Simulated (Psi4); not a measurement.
C2H6Cl2Si (SMILES C[Si](C)(Cl)Cl), singlet, geometry from GFN2-xTB; Psi4 with PBE/6-31G.

The Psi4 input:
```
memory 2 GB

molecule {
0 1
  C     1.39412504   -1.53470091   -0.23312337
  Si   -0.02280346   -0.29923318    0.05226009
  C    -1.59822436   -1.14354604    0.70087042
  Cl    0.58008648    1.10144890    1.39720879
  Cl   -0.44748036    0.63864468   -1.70111043
  H     1.11693539   -2.29088516   -0.96147875
  H     2.28529446   -1.03451143   -0.60339701
  H     1.66362802   -2.04466112    0.68690871
  H    -2.39633076   -0.42253728    0.85786579
  H    -1.96333966   -1.88823681   -0.00004098
  H    -1.41664703   -1.64201277    1.64834648
}

set basis 6-31g

energy('pbe')
print_variables()
```

Task: Predict the main parts of the log of this Psi4 run.

Result: 
```
   => Loading Basis Set <=

    Name: 6-31G
    Role: ORBITAL
    Keyword: BASIS

         ---------------------------------------------------------
                                   SCF
               by Justin Turney, Rob Parrish, Andy Simmonett
                          and Daniel G. A. Smith
                              RKS Reference
         ---------------------------------------------------------

  ==> Geometry <==

    Molecular point group: c1
    Full point group: C1

    Geometry (in Angstrom), charge = 0, multiplicity = 1:

       Center              X                  Y                   Z               Mass
    ------------   -----------------  -----------------  -----------------  -----------------
         C            1.387608221849    -1.620216356513    -0.218188376555    12.000000000000
         SI          -0.029320278151    -0.384748626513     0.067195083445    27.976926534650
         C           -1.604741178151    -1.229061486513     0.715805413445    12.000000000000
         CL           0.573569661849     1.015933453487     1.412143783445    34.968852682000
         CL          -0.453997178151     0.553129233487    -1.686175436555    34.968852682000
         H            1.110418571849    -2.376400606513    -0.946543756555     1.007825032230
         H            2.278777641849    -1.120026876513    -0.588462016555     1.007825032230
         H            1.657111201849    -2.130176566513     0.701843703445     1.007825032230
         H           -2.402847578151    -0.508052726513     0.872800783445     1.007825032230
         H           -1.969856478151    -1.973752256513     0.014894013445     1.007825032230
         H           -1.423163848151    -1.727528216513     1.663281473445     1.007825032230

  Running in c1 symmetry.

  Rotational constants: A =      0.08379  B =      0.06108  C =      0.05412 [cm^-1]
  Rotational constants: A =   2511.85198  B =   1831.12183  C =   1622.37988 [MHz]
  Nuclear repulsion =  363.832849800016390

  Charge       = 0
  Multiplicity = 1
  Electrons    = 66
  Nalpha       = 33
  Nbeta        = 33

  ==> Algorithm <==

  SCF Algorithm Type is DF.
  DIIS enabled.
  MOM disabled.
  Fractional occupation disabled.
  Guess Type is SAD.
  Energy threshold   = 1.00e-06
  Density threshold  = 1.00e-06
  Integral threshold = 1.00e-12

  ==> Primary Basis <==

  Basis Set: 6-31G
    Blend: 6-31G
    Number of shells: 43
    Number of basis functions: 69
    Number of Cartesian functions: 69
    Spherical Harmonics?: false
    Max angular momentum: 1

  ==> DFT Potential <==

   => LibXC <=

    Version 7.1.2
    S. Lehtola, C. Steigemann, M. J. T. Oliveira, and M. A. L. Marques,  SoftwareX 7, 1–5 (2018) (10.1016/j.softx.2017.11.002)

   => Composite Functional: PBE <=

    PBE GGA Exchange-Correlation Functional

    J.P. Perdew et. al., Phys. Rev. Lett., 77(18), 3865-3868, 1996

    Deriv               =              1
    GGA                 =           TRUE
    Meta                =          FALSE

    Exchange Hybrid     =          FALSE
    MP2 Hybrid          =          FALSE

   => Exchange Functionals <=

    1.0000     XC_GGA_X_PBE

   => Correlation Functionals <=

    1.0000     XC_GGA_C_PBE

   => LibXC Density Thresholds  <==

    XC_GGA_C_PBE:  1.00E-12
    XC_GGA_X_PBE:  1.00E-15

   => Molecular Quadrature <=

    Radial Scheme          =       TREUTLER
    Pruning Scheme         =           NONE
    Nuclear Scheme         =       TREUTLER

    Blocking Scheme        =         OCTREE
    BS radius alpha        =              1
    Pruning alpha          =              1
    Radial Points          =             75
    Spherical Points       =            302
    Total Points           =         234371
    Total Blocks           =           1777
    Max Points             =            256
    Max Functions          =             66
    Weights Tolerance      =       1.00E-15

   => Loading Basis Set <=

    Name: (6-31G AUX)
    Role: JKFIT
    Keyword: DF_BASIS_SCF

  ==> Integral Setup <==

  SCF_SUBTYPE=INCORE selected. In-core MEM_DF algorithm will be used.
  Using in-core AOs.

  ==> MemDFJK: Density-Fitted J/K Matrices <==

    J tasked:                   Yes
    K tasked:                    No
    wK tasked:                   No
    Algorithm:                 Core
    Schwarz Cutoff:           1E-12
    Mask sparsity (%):       3.3606
    Fitting Condition:        1E-10

   => Auxiliary Basis Set <=

  Basis Set: (6-31G AUX)
    Blend: CC-PVDZ-JKFIT
    Number of shells: 210
    Number of basis functions: 702
    Number of Cartesian functions: 702
    Spherical Harmonics?: false
    Max angular momentum: 3

  Minimum eigenvalue in the overlap matrix is 7.2656436221E-03.
  Reciprocal condition number of the overlap matrix is 1.4851254431E-03.
    Using symmetric orthogonalization.

  ==> Pre-Iterations <==

  SCF Guess: Superposition of Atomic Densities via on-the-fly atomic UHF (no occupation information).

   -------------------------
    Irrep   Nso     Nmo
   -------------------------
     A         69      69
   -------------------------
    Total      69      69
   -------------------------

  ==> Iterations <==

                           Total Energy        Delta E     RMS |[F,P]|

   @DF-RKS iter SAD: -1288.78990910144398   -1.28879e+03   0.00000e+00
   @DF-RKS iter   1: -1288.56454997842002    2.25359e-01   1.38221e-02 DIIS/ADIIS
   @DF-RKS iter   2: -1288.10396812303156    4.60582e-01   1.74299e-02 DIIS/ADIIS
   @DF-RKS iter   3: -1289.03640946703558   -9.32441e-01   1.62504e-03 DIIS/ADIIS
   @DF-RKS iter   4: -1289.04291606375727   -6.50660e-03   8.22644e-04 DIIS/ADIIS
   @DF-RKS iter   5: -1289.04498777188633   -2.07171e-03   1.35491e-04 DIIS/ADIIS
   @DF-RKS iter   6: -1289.04505655585353   -6.87840e-05   1.88555e-05 DIIS
   @DF-RKS iter   7: -1289.04505802481731   -1.46896e-06   2.71599e-06 DIIS
   @DF-RKS iter   8: -1289.04505805692952   -3.21122e-08   3.80721e-07 DIIS
  Energy and wave function converged.

  ==> Post-Iterations <==

   Electrons on quadrature grid:
      Ntotal   =   66.0000501944 ; deviation = 5.019e-05

    Orbital Energies [Eh]
    ---------------------

    Doubly Occupied:

       1A   -100.655419     2A   -100.655405     3A    -65.496943
       4A     -9.899184     5A     -9.899175     6A     -9.175653
       7A     -9.175611     8A     -6.998800     9A     -6.998794
      10A     -6.989421    11A     -6.989409    12A     -6.989096
      13A     -6.989076    14A     -5.145512    15A     -3.559208
      16A     -3.556129    17A     -3.552198    18A     -0.796471
      19A     -0.761924    20A     -0.662828    21A     -0.646404
      22A     -0.472391    23A     -0.402904    24A     -0.393797
      25A     -0.383829    26A     -0.376144    27A     -0.353021
      28A     -0.348283    29A     -0.337716    30A     -0.294447
      31A     -0.289902    32A     -0.282209    33A     -0.269022

    Virtual:

      34A     -0.008988    35A      0.014475    36A      0.040515
      37A      0.060473    38A      0.093699    39A      0.103126
      40A      0.109520    41A      0.127033    42A      0.127133
      43A      0.147913    44A      0.217331    45A      0.239659
      46A      0.290429    47A      0.293772    48A      0.390943
      49A      0.391352    50A      0.395018    51A      0.407397
      52A      0.519258    53A      0.536499    54A      0.598012
      55A      0.609440    56A      0.614827    57A      0.616600
      58A      0.627399    59A      0.695948    60A      0.708869
      61A      0.736714    62A      0.868098    63A      0.883945
      64A      0.914173    65A      0.919037    66A      0.929682
      67A      0.929770    68A      1.101603    69A      1.184610

    Final Occupation by Irrep:
              A
    DOCC [    33 ]
    NA   [    33 ]
    NB   [    33 ]

  @DF-RKS Final Energy: -1289.04505805692952

   => Energetics <=

    Nuclear Repulsion Energy =            363.8328498000163904
    One-Electron Energy =               -2502.4141392409992477
    Two-Electron Energy =                 939.5141510628064907
    DFT Exchange-Correlation Energy =     -89.9779196787530680
    Empirical Dispersion Energy =           0.0000000000000000
    VV10 Nonlocal Energy =                  0.0000000000000000
    Total Energy =                      -1289.0450580569295198

Computation Completed

Properties will be evaluated at   0.000000,   0.000000,   0.000000 [a0]

Properties computed using the SCF density matrix

 Multipole Moments:

 ------------------------------------------------------------------------------------
     Multipole            Electronic (a.u.)      Nuclear  (a.u.)        Total (a.u.)
 ------------------------------------------------------------------------------------

 L = 1.  Multiply by 2.5417464519 to convert [e a0] to [Debye]
 Dipole X            :          0.7192608           -0.8127899           -0.0935292
 Dipole Y            :          9.4383360          -10.6656509           -1.2273149
 Dipole Z            :         -1.6483745            1.8627210            0.2143465
 Magnitude           :                                                    1.2493975

 ------------------------------------------------------------------------------------

  Variable Map:
  ----------------------------------------------------------------------------
  "CURRENT ENERGY"              =>   -1289.045058056930
  "CURRENT REFERENCE ENERGY"    =>   -1289.045058056930
  "DD SOLVATION ENERGY"         =>       0.000000000000
  "DFT FUNCTIONAL TOTAL ENERGY" =>   -1289.045058056930
  "DFT TOTAL ENERGY"            =>   -1289.045058056930
  "DFT VV10 ENERGY"             =>       0.000000000000
  "DFT XC ENERGY"               =>     -89.977919678753
  "GRID ELECTRONS ALPHA"        =>      33.000025097217
  "GRID ELECTRONS BETA"         =>      33.000025097217
  "GRID ELECTRONS TOTAL"        =>      66.000050194434
  "NUCLEAR REPULSION ENERGY"    =>     363.832849800016
  "ONE-ELECTRON ENERGY"         =>   -2502.414139240999
  "PCM POLARIZATION ENERGY"     =>       0.000000000000
  "PE ENERGY"                   =>       0.000000000000
  "SCF ITERATION ENERGY"        =>   -1289.045058056930
  "SCF ITERATIONS"              =>       8.000000000000
  "SCF TOTAL ENERGY"            =>   -1289.045058056930
  "TWO-ELECTRON ENERGY"         =>     939.514151062806
  "XC GRID RADIAL POINTS"       =>      75.000000000000
  "XC GRID SPHERICAL POINTS"    =>     302.000000000000
  "XC GRID TOTAL POINTS"        =>  234371.000000000000

  Array Variable Map:
  ----------------------------------------------------------------------------
  "CURRENT DIPOLE"              =>      -0.093529159128 ... 0.214346514891 1 by 3
  "SCF DIPOLE"                  =>      -0.093529159128 ... 0.214346514891 1 by 3
  "SCF TOTAL ENERGIES"          =>   -1288.789909101444 ... -1289.045058056930 1 by 9
```
